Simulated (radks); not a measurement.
All-electron atom: Ru II in [Kr] 4d7.

Method: scalar-relativistic Kohn-Sham, LDA (Slater exchange, Perdew-Wang correlation), spin-unpolarised, spherical densities, finite nucleus; Fermi nuclear charge, rms radius 4.4809 fm; computed with a radial shooting solver on a logarithmic mesh with Libxc functionals.

Energy parts (eV):
| part | energy |
|---|---|
| total | -123156.674 |
| kinetic | 127314.935 |
| electron-nucleus | -296894.235 |
| Hartree | 49924.204 |
| exchange-correlation | -3501.578 |

Orbitals (lengths in bohr, moments of r in powers of bohr; <r^-3> diverges for s and p1/2):
orbital  occ.  eigenvalue (eV)  <r^-3>      <r>
1s          2        -21915.14       -  0.03347
2s          2        -3158.046       -   0.1458
2p          6        -2831.266    2997   0.1270
3s          2        -561.6780       -   0.4035
3p          6        -454.2777   514.3   0.4036
3d         10        -280.8538   69.35   0.3844
4s          2         -83.9052       -    1.018
4p          6         -54.0266   79.56    1.128
4d          7         -12.8014   5.490    1.645

The highest occupied level is 4d at -12.801 eV. The electron density at the nucleus is 1.12e+05 e/bohr^3 (large components only). Summed over all electrons, <r^2> = 37.78 bohr^2, which gives a Langevin (diamagnetic) susceptibility term of -29.9 x 10^-6 cm^3/mol.
